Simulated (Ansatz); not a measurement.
Consider the hydrogenolysis of a Ge–C bond: `N#[C][GeH]([C]#N)[C]#N` + H₂ → `N#[C][GeH2][C]#N` + `C#N`.

Calculated with Ansatz (gas phase, PBE0-D4/def2-TZVP geometries, no zero-point term in ΔE). CCSD(T)/CBS is the MP2 limit (def2-TZVPP, def2-QZVPP) plus CCSD(T) − MP2 in def2-TZVPP, frozen cores. This one scheme is used for every species. Functionals use def2-TZVPP. B3LYP here is the variant with VWN-RPA as its local correlation; programs differ in this. HSE06 is defined as in plane-wave codes. For Ge outer-core shells are correlated without core-valence functions, which leaves a few kJ/mol of doubt a bond. Scalar relativity is left out up to krypton.

Task: Is it downhill or uphill in electronic energy at CCSD(T)/CBS, and by how much? (Estimate.)

Result: The calculation gave: Downhill: ΔE = -26.8 kJ/mol.

Task: What do these levels give: PBE-D4, BLYP-D4, PBE0-D4, B2PLYP, PBE-QIDH, BLYP, B3LYP, r2SCANh, r2SCAN0, HSE06, BHLYP, HF/def2-SVP? (An estimate is asked.)

Result: Ansatz gave: PBE-D4 -24.8, BLYP-D4 -22.9, PBE0-D4 -29.0, B2PLYP -27.7, PBE-QIDH -26.9, BLYP -32.3, B3LYP -35.1, r2SCANh -28.8, r2SCAN0 -31.3, HSE06 -33.1, BHLYP -38.7, HF/def2-SVP -48.8 kJ/mol.

Largest T1 diagnostic among the species: 0.014.

From PBE to PBE0 (25 % exact exchange), in def2-TZVPP and without D4, ΔE moves by −3.8 kJ/mol. At CCSD(T), def2-SVP lies −4.3 kJ/mol from the extrapolated value and def2-TZVPP +4.7 kJ/mol.
